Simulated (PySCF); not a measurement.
PySCF input (M06-2X/def2-TZVPD):

```python
from pyscf import gto, scf, dft

mol = gto.M(
    atom='''
    In    0.04760672    0.00975966    0.01744347
    H    -0.91292311   -1.59288608   -0.36161747
    H    -1.41980597    1.11466267   -0.49311259
    ''',
    basis='def2-tzvpd',
    ecp='def2-tzvp',
    charge=-1,
    spin=0,
    verbose=4,
)

mf = dft.RKS(mol, xc='m062x').density_fit(auxbasis='def2-universal-jkfit')
mf.grids.level = 4
mf.conv_tol = 1e-9
mf.max_cycle = 100
mf.max_memory = 1500
mf.kernel()
if not mf.converged:
    mf = mf.newton()
    mf.kernel(mf.make_rdm1())
mf.analyze()
```

Output:

```
ECP def2-tzvp not found for  H
PySCF version 2.14.0

[INPUT] verbose = 4
[INPUT] num. atoms = 3
[INPUT] num. electrons = 24
[INPUT] charge = -1
[INPUT] spin (= nelec alpha-beta = 2S) = 0
[INPUT] symmetry False subgroup None
[INPUT] Mole.unit = angstrom
[INPUT] Symbol           X                Y                Z      unit          X                Y                Z       unit  Magmom
[INPUT]  1 In     0.047606720000   0.009759660000   0.017443470000 AA    0.089963662489   0.018443084469   0.032963380962 Bohr   0.0
[INPUT]  2 H     -0.912923110000  -1.592886080000  -0.361617470000 AA   -1.725174650686  -3.010118438832  -0.683357980158 Bohr   0.0
[INPUT]  3 H     -1.419805970000   1.114662670000  -0.493112590000 AA   -2.683044433322   2.106407167576  -0.931847743675 Bohr   0.0

nuclear repulsion = 11.8495513976527
number of shells = 28
number of NR pGTOs = 119
number of NR cGTOs = 74
basis = def2-tzvpd
ecp = def2-tzvp

******** <class 'pyscf.df.df_jk.DFRKS'> ********
method = DFRKS
initial guess = minao
damping factor = 0
level_shift factor = 0
DIIS = <class 'pyscf.scf.diis.CDIIS'>
diis_start_cycle = 1
diis_space = 8
diis_damp = 0
SCF conv_tol = 1e-09
SCF conv_tol_grad = None
SCF max_cycles = 100
direct_scf = False
XC library pyscf.dft.libxc version 7.1.2
    S. Lehtola, C. Steigemann, M. J. T. Oliveira, and M. A. L. Marques,  SoftwareX 7, 1–5 (2018)
XC functionals = m062x
    Y. Zhao and D. G. Truhlar,  Theor. Chem. Acc. 120, 215 (2008)
    Y. Zhao and D. G. Truhlar,  Theor. Chem. Acc. 120, 215 (2008)
radial grids:
    Treutler-Ahlrichs [JCP 102, 346 (1995); DOI:10.1063/1.469408] (M4) radial grids

becke partition: Becke, JCP 88, 2547 (1988); DOI:10.1063/1.454033
pruning grids: <function nwchem_prune>
grids dens level: 4
symmetrized grids: False
atomic radii adjust function: <function treutler_atomic_radii_adjust>
small_rho_cutoff = 0
Set gradient conv threshold to 3.16228e-05
Initial guess from minao.
tot grids = 63544
******** <class 'pyscf.df.df.DF'> ********
auxbasis = def2-universal-jkfit
init E= -158.25298473302
  HOMO = -0.547270822742393  LUMO = -0.426493506621833  gap/eV = 3.28652
cycle= 1 E= -190.502421314152  delta_E= -32.2  |g|= 1.85  |ddm|= 44.8
  HOMO = 0.120293517323584  LUMO = 0.157556086289955  gap/eV = 1.01397
cycle= 2 E= -190.439131623189  delta_E= 0.0633  |g|= 2.24  |ddm|= 9.23
  HOMO = -0.00516840764368087  LUMO = 0.124676935593738  gap/eV = 3.53327
cycle= 3 E= -191.236015368649  delta_E= -0.797  |g|= 0.0689  |ddm|= 5.03
  HOMO = -0.0198596266577287  LUMO = 0.128863838214023  gap/eV = 4.04697
cycle= 4 E= -191.238154318536  delta_E= -0.00214  |g|= 0.0205  |ddm|= 0.445
  HOMO = -0.023019923567845  LUMO = 0.126696363020705  gap/eV = 4.07399
cycle= 5 E= -191.23827129952  delta_E= -0.000117  |g|= 0.00552  |ddm|= 0.138
  HOMO = -0.0230170255223401  LUMO = 0.12627132793882  gap/eV = 4.06234
cycle= 6 E= -191.23828851456  delta_E= -1.72e-05  |g|= 0.00167  |ddm|= 0.0793
  HOMO = -0.0227629678716346  LUMO = 0.12653741181117  gap/eV = 4.06267
cycle= 7 E= -191.238289842295  delta_E= -1.33e-06  |g|= 0.000343  |ddm|= 0.011
  HOMO = -0.0227531209633938  LUMO = 0.126559776950431  gap/eV = 4.06301
cycle= 8 E= -191.238289980143  delta_E= -1.38e-07  |g|= 9.31e-05  |ddm|= 0.0049
  HOMO = -0.0227523339807378  LUMO = 0.126565323714266  gap/eV = 4.06314
cycle= 9 E= -191.238289998424  delta_E= -1.83e-08  |g|= 2.86e-05  |ddm|= 0.00166
  HOMO = -0.0227486537697343  LUMO = 0.126570682449185  gap/eV = 4.06319
cycle= 10 E= -191.238289999223  delta_E= -7.99e-10  |g|= 3.71e-06  |ddm|= 0.000262
  HOMO = -0.0227486653004947  LUMO = 0.126570851878947  gap/eV = 4.06319
Extra cycle  E= -191.238289999235  delta_E= -1.13e-11  |g|= 1.07e-06  |ddm|= 1.94e-05
converged SCF energy = -191.238289999235
**** SCF Summaries ****
Total Energy =                        -191.238289999234610
Nuclear Repulsion Energy =              11.849551397652650
One-electron Energy =                 -364.640925307775717
Two-electron Energy =                  161.553083910888461
Two-electron Coulomb Energy =          179.048902628272231
DFT Exchange-Correlation Energy =      -17.495818717383770
HOMO-LUMO gap [eV] =                     4.063191022289810
**** MO energy ****
MO #1   energy= -4.64978259065575  occ= 2
MO #2   energy= -3.03112336503244  occ= 2
MO #3   energy= -3.02303105861816  occ= 2
MO #4   energy= -3.02016432935     occ= 2
MO #5   energy= -0.650149910252529 occ= 2
MO #6   energy= -0.6465624511036   occ= 2
MO #7   energy= -0.643589198055462 occ= 2
MO #8   energy= -0.640809922539163 occ= 2
MO #9   energy= -0.635767016450225 occ= 2
MO #10  energy= -0.225373146681103 occ= 2
MO #11  energy= -0.0984367548238829 occ= 2
MO #12  energy= -0.0227486653004947 occ= 2
MO #13  energy= 0.126570851878947  occ= 0
MO #14  energy= 0.140035533732386  occ= 0
MO #15  energy= 0.178894251047764  occ= 0
MO #16  energy= 0.183446536388353  occ= 0
MO #17  energy= 0.190271256190858  occ= 0
MO #18  energy= 0.191810521515957  occ= 0
MO #19  energy= 0.195298620717769  occ= 0
MO #20  energy= 0.20487684392566   occ= 0
MO #21  energy= 0.217500127240108  occ= 0
MO #22  energy= 0.24609268147593   occ= 0
MO #23  energy= 0.299886192812019  occ= 0
MO #24  energy= 0.303466236320508  occ= 0
MO #25  energy= 0.374490455396768  occ= 0
MO #26  energy= 0.379615018996232  occ= 0
MO #27  energy= 0.382706850854661  occ= 0
MO #28  energy= 0.390788116464519  occ= 0
MO #29  energy= 0.42014556922158   occ= 0
MO #30  energy= 0.443538750340422  occ= 0
MO #31  energy= 0.459737397257707  occ= 0
MO #32  energy= 0.469807560836688  occ= 0
MO #33  energy= 0.47132408442581   occ= 0
MO #34  energy= 0.513076342322602  occ= 0
MO #35  energy= 0.543697781283893  occ= 0
MO #36  energy= 0.565874072880701  occ= 0
MO #37  energy= 0.693794699279677  occ= 0
MO #38  energy= 0.701011205124117  occ= 0
MO #39  energy= 0.762531433037905  occ= 0
MO #40  energy= 0.855502134829512  occ= 0
MO #41  energy= 0.864617443462583  occ= 0
MO #42  energy= 0.947402879297565  occ= 0
MO #43  energy= 0.979533999813359  occ= 0
MO #44  energy= 0.984045719557229  occ= 0
MO #45  energy= 0.990555320643498  occ= 0
MO #46  energy= 0.991932038714494  occ= 0
MO #47  energy= 1.10852854982576   occ= 0
MO #48  energy= 1.16444061302774   occ= 0
MO #49  energy= 1.28792254552339   occ= 0
MO #50  energy= 1.28954809419817   occ= 0
MO #51  energy= 1.30044867782874   occ= 0
MO #52  energy= 1.317892623356     occ= 0
MO #53  energy= 1.32470076727304   occ= 0
MO #54  energy= 1.87982549093539   occ= 0
MO #55  energy= 1.89239677285964   occ= 0
MO #56  energy= 1.91742863309086   occ= 0
MO #57  energy= 1.95086670002899   occ= 0
MO #58  energy= 2.1701469188415    occ= 0
MO #59  energy= 2.33462212461582   occ= 0
MO #60  energy= 2.43373847575696   occ= 0
MO #61  energy= 2.45342334824472   occ= 0
MO #62  energy= 2.46445294506895   occ= 0
MO #63  energy= 2.47255025864207   occ= 0
MO #64  energy= 2.50135363029636   occ= 0
MO #65  energy= 2.5099176549524    occ= 0
MO #66  energy= 2.61993583424216   occ= 0
MO #67  energy= 2.82167614754373   occ= 0
MO #68  energy= 2.85103199372811   occ= 0
MO #69  energy= 3.15815056912724   occ= 0
MO #70  energy= 37.8934241211206   occ= 0
MO #71  energy= 38.946629513855    occ= 0
MO #72  energy= 39.0611792455744   occ= 0
MO #73  energy= 39.0637895403984   occ= 0
MO #74  energy= 124.923786477795   occ= 0
 ** Mulliken pop on meta-lowdin orthogonal AOs  **
 ** Mulliken pop  **
pop of  0 In 4s           1.80854
pop of  0 In 5s           1.77857
pop of  0 In 6s           0.05740
pop of  0 In 7s           0.01711
pop of  0 In 8s           0.01180
pop of  0 In 9s           0.02628
pop of  0 In 10s          0.05592
pop of  0 In 4px          0.00697
pop of  0 In 4py          0.25663
pop of  0 In 4pz          0.25603
pop of  0 In 5px          1.71060
pop of  0 In 5py          1.74614
pop of  0 In 5pz          1.74606
pop of  0 In 6px          0.15052
pop of  0 In 6py          0.31971
pop of  0 In 6pz          0.13469
pop of  0 In 7px          0.07663
pop of  0 In 7py          0.00449
pop of  0 In 7pz          0.00189
pop of  0 In 8px          0.09999
pop of  0 In 8py          0.01642
pop of  0 In 8pz          0.00425
pop of  0 In 4dxy         1.35923
pop of  0 In 4dyz         1.35582
pop of  0 In 4dz^2        1.35769
pop of  0 In 4dxz         1.36092
pop of  0 In 4dx2-y2      1.99748
pop of  0 In 5dxy         0.26291
pop of  0 In 5dyz         0.26113
pop of  0 In 5dz^2        0.26308
pop of  0 In 5dxz         0.25934
pop of  0 In 5dx2-y2      0.00169
pop of  0 In 6dxy         0.33807
pop of  0 In 6dyz         0.33777
pop of  0 In 6dz^2        0.34169
pop of  0 In 6dxz         0.33446
pop of  0 In 6dx2-y2      0.00388
pop of  0 In 7dxy         0.03157
pop of  0 In 7dyz         0.03275
pop of  0 In 7dz^2        0.03149
pop of  0 In 7dxz         0.03601
pop of  0 In 7dx2-y2      0.00069
pop of  0 In 4f-3         0.00006
pop of  0 In 4f-2         0.00005
pop of  0 In 4f-1         0.00003
pop of  0 In 4f+0         0.00002
pop of  0 In 4f+1         0.00003
pop of  0 In 4f+2         0.00002
pop of  0 In 4f+3         0.00008
pop of  0 In 5f-3         0.00170
pop of  0 In 5f-2         0.00119
pop of  0 In 5f-1         0.00121
pop of  0 In 5f+0         0.00195
pop of  0 In 5f+1         0.00136
pop of  0 In 5f+2         0.00023
pop of  0 In 5f+3         0.00327
pop of  1 H 1s            1.67890
pop of  1 H 2s            0.10299
pop of  1 H 3s            0.01635
pop of  1 H 2px           0.01243
pop of  1 H 2py           0.02021
pop of  1 H 2pz           0.00339
pop of  1 H 3px           0.01346
pop of  1 H 3py           0.01628
pop of  1 H 3pz           0.00354
pop of  2 H 1s            1.67865
pop of  2 H 2s            0.10196
pop of  2 H 3s            0.01635
pop of  2 H 2px           0.01327
pop of  2 H 2py           0.01992
pop of  2 H 2pz           0.00323
pop of  2 H 3px           0.01236
pop of  2 H 3py           0.01776
pop of  2 H 3pz           0.00344
 ** Mulliken atomic charges  **
charge of    0In =      0.73448
charge of    1H =     -0.86755
charge of    2H =     -0.86694

WARN: System has nonzero charge -1; the dipole moment is origin-dependent.
Location of origin: [0. 0. 0.]

Dipole moment(X, Y, Z, Debye):  1.15115,  0.23600,  0.42177
```
